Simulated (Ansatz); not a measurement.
The same ligand exchange along the group F, Cl, Br, I.

Gas-phase electronic energies from Ansatz, PBE0-D4/def2-TZVP geometries. CCSD(T)/CBS is the MP2 limit (def2-TZVPP, def2-QZVPP) plus CCSD(T) − MP2 in def2-TZVPP, frozen cores. This one scheme is used for every species. DFT in def2-TZVPP. def2 core potentials past Kr. For Br, Ge, I outer-core shells are correlated without core-valence functions, which leaves a few kJ/mol of doubt a bond. Scalar relativity is left out up to krypton. Each species was taken in one conformer, which may not be the lowest.

```tsv
reaction	CCSD(T)/CBS(def2) (kJ/mol)
`[F][GeH3]` + `OC(O)O` → `OC(O)[O][GeH3]` + H–F	?
`[Cl][GeH3]` + `OC(O)O` → `OC(O)[O][GeH3]` + HCl	42
`[GeH3][Br]` + `OC(O)O` → `OC(O)[O][GeH3]` + HBr	52
`[GeH3][I]` + `OC(O)O` → `OC(O)[O][GeH3]` + HI	57
```

(1) Fill in the missing values. (Best estimate.)

Largest T1 diagnostic: 0.012, for `OC(O)[O][GeH3]`.

Answers

(1) Ansatz gave: `[F][GeH3]` + `OC(O)O` → `OC(O)[O][GeH3]` + H–F: +21.2 kJ/mol.
